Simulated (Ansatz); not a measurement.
Geometry optimisation, RKS PBE0-D4/def2-SVP (Ansatz).

Input:

```yaml
crystal:
  periodic: [false, false, false]
  atoms:
    - { symbol: O, position_ang: [0.6021, -1.7761, 2.0388] }
    - { symbol: C, position_ang: [0.1651, -0.455, 1.607] }
    - { symbol: Si, position_ang: [0.77311, 0.84, 2.81685] }
    - { symbol: Si, position_ang: [2.51319, 1.71466, 2.431] }
    - { symbol: B, position_ang: [0.8099, 2.67581, 2.04489] }
    - { symbol: O, position_ang: [0.06644, 3.85653, 1.54994] }
    - { symbol: H, position_ang: [0.015, -2.3725, 1.5289] }
    - { symbol: H, position_ang: [0.50809, -0.18975, 0.62578] }
    - { symbol: H, position_ang: [-0.98808, -0.45731, 1.58074] }
    - { symbol: H, position_ang: [0.2696, 0.77384, 4.22896] }
    - { symbol: H, position_ang: [3.1641, 1.31466, 1.07536] }
    - { symbol: H, position_ang: [3.27325, 2.35303, 3.45977] }
    - { symbol: H, position_ang: [-0.07783, 3.69276, 0.55089] }
basis:
  gaussian: { orbitals: def2-SVP }
hamiltonian:
  xc: pbe0
  dispersion: d4
relax:
  f_tol: 0.015
  max_steps: 40
output:
  orbitals: {}
```

Command:

```bash
$ ansatz run input.yaml --threads 2 --pin off --max-ram 3072MiB --backend cpu --events-out ev --progress --plain --runs-dir out
```

**Question.** Where does it end, and by what steps?

**Answer.** The run converged. The force dipped under the threshold on the way, but the program's further checks kept it going. After 18 steps the energy has fallen by 2.450 eV; H13 moved furthest, 0.79 Å.

```tsv
step	energy less start (eV)	largest force component (eV/Å)	accepted
0	0.0000	6.561	yes
1	-1.5728	1.907	yes
2	-1.7542	0.582	yes
3	-1.9227	2.508	yes
4	-2.1360	2.177	yes
5	-2.2415	3.057	yes
6	-2.4106	0.356	yes
7	-2.3258	0.739	no
8	-2.4437	0.155	yes
9	-2.4240	0.220	no
10	-2.4482	0.030	yes
11	-2.4486	0.024	yes
12	-2.4489	0.027	yes
13	-2.4491	0.011	yes
14	-2.4494	0.022	yes
15	-2.4495	0.026	yes
16	-2.4495	0.039	yes
17	-2.4497	0.024	yes
18	-2.4497	0.011	yes
```

```xyz
13
Properties=species:S:1:pos:R:3
O 0.435 -1.808 2.230
C 0.021 -0.652 1.549
Si 0.617 0.879 2.509
Si 2.678 1.946 2.414
B 0.908 2.794 1.908
O 0.393 3.928 1.423
H 0.140 -2.577 1.731
H 0.432 -0.582 0.521
H -1.083 -0.581 1.454
H 0.072 0.936 3.905
H 3.425 1.649 1.149
H 3.594 2.192 3.569
H -0.537 3.846 1.178
```

The run took 93 s on 2 threads of AMD EPYC 7R43 64-Core Processor (Zen 3) (shared host), peak memory 0.32 GiB.
